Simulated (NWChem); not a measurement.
System: C$_{2}$H$_{6}$OSi; SMILES C1OC[SiH2]1

Excerpt of the output:

```
             Northwest Computational Chemistry Package (NWChem) 7.3.0
             --------------------------------------------------------

                             Geometry "geometry" -> ""
                             -------------------------

 Output coordinates in angstroms (scale by  1.889725989 to convert to a.u.)

  No.       Tag          Charge          X              Y              Z
 ---- ---------------- ---------- -------------- -------------- --------------
    1 C                    6.0000     0.12357900    -1.13320900     0.46392400
    2 O                    8.0000     0.07929300     0.00000000     1.33632900
    3 C                    6.0000     0.12357900     1.13320900     0.46392400
    4 Si                  14.0000    -0.02987600     0.00000000    -1.06230900
    5 H                    1.0000    -0.70089200    -1.83548600     0.67700200
    6 H                    1.0000     1.07493000    -1.68927000     0.56118600
    7 H                    1.0000     1.07493000     1.68927000     0.56118600
    8 H                    1.0000    -0.70089200     1.83548600     0.67700200
    9 H                    1.0000    -1.34166500     0.00000000    -1.77907000
   10 H                    1.0000     1.06943500     0.00000000    -2.07569200

 Effective nuclear repulsion energy (a.u.)     169.6222156448

                                 NWChem DFT Module
                                 -----------------

 Summary of "ao basis" -> "ao basis" (spherical)
 ------------------------------------------------------------------------------
       Tag                 Description            Shells   Functions and Types
 ---------------- ------------------------------  ------  ---------------------
 C                          def2-svp                 6       14   3s2p1d
 O                          def2-svp                 6       14   3s2p1d
 Si                         def2-svp                 8       18   4s3p1d
 H                          def2-svp                 3        5   2s1p

 in cosmo_initialize ...
 calling solv_data for solv:toluene

 solvent parameters
 solvname_short: toluene
 solvname_long:  toluene
 dielec:        2.3741
 dielecinf:     2.2383
 nonaqueous SMD model solvent descriptors
 dielec:        2.3741
 sola:          0.0000
 solb:          0.1400
 solc:          0.8570
 solg:         40.2000
 solh:          0.0000
 soln:          1.4961

          ---------------
          -cosmo- solvent
          ---------------
 Cosmo: York-Karplus, doi: 10.1021/jp992097l
 dielectric constant -eps-     =   2.37
 screen = (eps-1)/(eps    )    =   0.57879
 surface charge correction     = lagrangian

   van der Waals surface
 --------------------------

[...]

                                COSMO-SMD solvation results
                                ---------------------------

             internal energy in gas <Psi(g)|H|Psi(g)> =      -443.974378377603
         internal energy in solvent <Psi(s)|H|Psi(s)> =      -443.974268793376
                               delta internal energy  =         0.000109584227 (    0.07 kcal/mol)
   total free energy in solvent <Psi(s)|H+V/2|Psi(s)> =      -443.976475298949
 polarization energy contribution <Psi(s)|V/2|Psi(s)> =        -0.002206505573 (   -1.38 kcal/mol)
    total free energy in solvent including G(SMD-CDS) =      -443.977469517182
                       G(SMD-CDS) energy contribution =        -0.000994218233 (   -0.62 kcal/mol)
     1 M fixed-concentration free energy of solvation =        -0.003091139579 (   -1.94 kcal/mol)

                       DFT Final Molecular Orbital Analysis
                       ------------------------------------

 Vector   18  Occ=2.000000D+00  E=-3.077403D-01
              MO Center=  7.0D-02, -2.6D-08,  2.7D-02, r^2= 2.6D+00
   Bfn.  Coefficient  Atom+Function         Bfn.  Coefficient  Atom+Function
  ----- ------------  ---------------      ----- ------------  ---------------
    51      0.274273   4 Si py                6      0.250930   1 C  pz
    34     -0.250930   3 C  pz                5     -0.237827   1 C  py
    33     -0.237827   3 C  py               54      0.200090   4 Si py
     3     -0.170022   1 C  s                31      0.170022   3 C  s
     9      0.156118   1 C  pz               37     -0.156118   3 C  pz

 Vector   19  Occ=2.000000D+00  E=-2.901157D-01
              MO Center=  6.5D-02,  3.0D-08,  3.6D-01, r^2= 2.9D+00
   Bfn.  Coefficient  Atom+Function         Bfn.  Coefficient  Atom+Function
  ----- ------------  ---------------      ----- ------------  ---------------
    20      0.414677   2 O  pz               23      0.326496   2 O  pz
     6     -0.246075   1 C  pz               34     -0.246075   3 C  pz
    52      0.221192   4 Si pz               86     -0.159108  10 H  s
    55      0.156983   4 Si pz               45      0.146672   4 Si s
    87     -0.135328  10 H  s                18     -0.132514   2 O  px

 Vector   20  Occ=2.000000D+00  E=-2.607550D-01
              MO Center=  1.3D-01, -1.4D-09,  9.6D-01, r^2= 2.2D+00
   Bfn.  Coefficient  Atom+Function         Bfn.  Coefficient  Atom+Function
  ----- ------------  ---------------      ----- ------------  ---------------
    18      0.538656   2 O  px               21      0.420376   2 O  px
    66     -0.196685   6 H  s                71     -0.196685   7 H  s
    61      0.150903   5 H  s                76      0.150903   8 H  s
     4     -0.149289   1 C  px               32     -0.149289   3 C  px
    67     -0.144797   6 H  s                72     -0.144797   7 H  s

 Vector   21  Occ=0.000000D+00  E= 1.465627D-02
              MO Center= -3.7D-02,  4.5D-09, -1.1D+00, r^2= 3.6D+00
   Bfn.  Coefficient  Atom+Function         Bfn.  Coefficient  Atom+Function
  ----- ------------  ---------------      ----- ------------  ---------------
    54      1.137454   4 Si py                3      0.896625   1 C  s
    31     -0.896625   3 C  s                 9     -0.295432   1 C  pz
    37      0.295432   3 C  pz               51      0.224445   4 Si py
    62     -0.173989   5 H  s                77      0.173989   8 H  s
    67     -0.168990   6 H  s                72      0.168990   7 H  s

 Vector   22  Occ=0.000000D+00  E= 5.045512D-02
              MO Center=  2.6D-02, -9.5D-10, -6.5D-01, r^2= 4.9D+00
   Bfn.  Coefficient  Atom+Function         Bfn.  Coefficient  Atom+Function
  ----- ------------  ---------------      ----- ------------  ---------------
    55      1.477637   4 Si pz                3     -1.084351   1 C  s
    31     -1.084351   3 C  s                82      0.677845   9 H  s
    87      0.678642  10 H  s                62      0.386499   5 H  s
    67      0.388308   6 H  s                72      0.388308   7 H  s
    77      0.386499   8 H  s                17     -0.351725   2 O  s

 Vector   23  Occ=0.000000D+00  E= 6.845241D-02
              MO Center= -2.8D-02,  7.0D-09, -6.2D-01, r^2= 4.6D+00
   Bfn.  Coefficient  Atom+Function         Bfn.  Coefficient  Atom+Function
  ----- ------------  ---------------      ----- ------------  ---------------
    53      1.239956   4 Si px               82      0.949703   9 H  s
    87     -0.919050  10 H  s                62      0.485421   5 H  s
    77      0.485421   8 H  s                67     -0.442108   6 H  s
    72     -0.442108   7 H  s                50      0.266757   4 Si px
     7      0.225561   1 C  px               35      0.225561   3 C  px

     Multipole analysis of the density
     ---------------------------------

     L   x y z        total         alpha         beta         nuclear
     -   - - -        -----         -----         ----         -------
     0   0 0 0     -0.000000    -20.000000    -20.000000     40.000000

     1   1 0 0      0.028040     -2.040938     -2.040938      4.109916
     1   0 1 0      0.000000      0.000000      0.000000      0.000000
     1   0 0 1     -0.683443     -0.348343     -0.348343      0.013243

     2   2 0 0    -24.086423    -23.619282    -23.619282     23.152141
     2   1 1 0     -0.000000     -0.000000     -0.000000      0.000000
     2   1 0 1     -0.094322     -4.340566     -4.340566      8.586810
     2   0 2 0    -21.721241    -60.597039    -60.597039     99.472838
     2   0 1 1     -0.000000     -0.000000     -0.000000      0.000000
     2   0 0 2    -27.259728    -88.065170    -88.065170    148.870612
```

Level: PBE0/def2-SVP, SMD on the gas-phase geometry. Coordinates come from a PBE0/def2-SVP optimisation. Solvent: toluene.

Question: Write an input that gives this output.

Answer: Several could match; the one computed here: the input that was run:
```
start job
memory heap 200 mb stack 900 mb global 1100 mb
geometry units angstroms noautosym nocenter noautoz
  C      0.123579    -1.133209     0.463924
  O      0.079293     0.000000     1.336329
  C      0.123579     1.133209     0.463924
  Si    -0.029876    -0.000000    -1.062309
  H     -0.700892    -1.835486     0.677002
  H      1.074930    -1.689270     0.561186
  H      1.074930     1.689270     0.561186
  H     -0.700892     1.835486     0.677002
  H     -1.341665    -0.000000    -1.779070
  H      1.069435     0.000000    -2.075692
end
basis spherical
  * library def2-svp
end
dft
  xc pbe0
  iterations 150
end
cosmo
  do_cosmo_smd true
  solvent toluene
end
task dft energy
```
